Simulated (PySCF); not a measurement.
## Bi³⁺ (bismuth, charge +3) across methods

[Xe] 4f14 5d10 6s2, closed-shell 1S. Computed with PySCF 2.14 in aug-cc-pVQZ-PP with ECP60MDF, with scalar relativity through the core potential.

```tsv
method	E (hartree)	mean ε 5p (eV)	mean ε 5d (eV)	mean ε 6s (eV)	Σ⟨r²⟩ (bohr²)	⟨S²⟩
UHF	-211.88326	-143.92	-63.552	-42.875	34.33	0.000
B3LYP	-212.9154	-129.09	-56.763	-40.891	34.22	0.000
PBE	-212.8752	-124.94	-54.747	-39.922	34.16	0.000
wB97M-V	-212.7892	-132.68	-59.785	-43.136	34.17	0.000
LC-wPBE	-212.8747	-130.97	-59.810	-43.693	34.08	0.000
PBE0	-212.8499	-129.99	-57.256	-40.937	34.13	0.000
r2SCAN	-212.9393	-127.54	-55.570	-40.074	34.05	0.000
LDA	-212.5388	-124.84	-54.837	-40.405	34.23	0.000
```

Q: Estimate the same row for CAM-B3LYP.

A: E (hartree) = -212.8117; mean ε 5p (eV) = -131.13; mean ε 5d (eV) = -58.641; mean ε 6s (eV) = -42.482; Σ⟨r²⟩ (bohr²) = 34.23; ⟨S²⟩ = 0.000.

Energies and moments cover only the electrons outside the core potential. Spin-orbit coupling, which splits the p, d and f shells strongly at this Z, is absent.
